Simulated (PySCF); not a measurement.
C₇H₈N₂.
SMILES with atom numbers: `[CH2:1]=[CH:2][CH2:3][c:4]1[n:5][cH:6][cH:7][cH:8][n:9]1` (hydrogens: H10, H11 on C1; H12 on C2; H13, H14 on C3; H15 on C6; H16 on C7; H17 on C8)

Computed geometry: GFN2-xTB, gas phase.

**Question.** What internal coordinates does the optimisation give?

**Answer.** 
| bond | length (Å) |
| --- | --- |
| C1=C2 | 1.319 |
| C2–C3 | 1.502 |
| C3–C4 | 1.499 |
| C4–N5, C4–N9 | 1.327 |
| N5–C6, C8–N9 | 1.321 |
| C6–C7, C7–C8 | 1.388 |
| C1–H10 | 1.077 |
| C1–H11 | 1.078 |
| C2–H12 | 1.082 |
| C3–H13, C3–H14 | 1.091 |
| C6–H15, C8–H17 | 1.083 |
| C7–H16 | 1.078 |

Bonds in one row agree within 0.01 Å and their mean is given. A selection of angles:
| angle | degrees |
| --- | --- |
| C1–C2–C3 | 124.1 |
| C2–C3–C4 | 108.6 |
| C3–C4–N5 | 117.3 |
| N5–C4–N9 | 125.1 |
| C4–N5–C6 | 117.3 |
| N5–C6–C7 | 122.2 |
| C6–C7–C8 | 115.8 |

Dihedral angles: C1–C2–C3–C4 116° (anticlinal); C2–C3–C4–N5 -104° (anticlinal). The mirror-image conformer, all signs reversed, is as good.

The 6-membered ring C4–N5–C6–C7–C8–N9 has internal angles of 115.8° to 125.1°; it is planar, 0.00 Å rms from its mean plane, widest ring torsion 0°. The C–C distances run from 1.319 Å (C1=C2, drawn double) to 1.502 Å (C2–C3, drawn single), a spread of 0.183 Å. Of the pairs four or more bonds apart, H11···H14 is among the closest relative to their van der Waals radii: 2.43 Å, 101 % of the sum of Bondi's values.

Point group: C1 (no symmetry element, even within 0.4 Å). GFN2-xTB frequencies: not computed here. The numbers are those of one conformer.
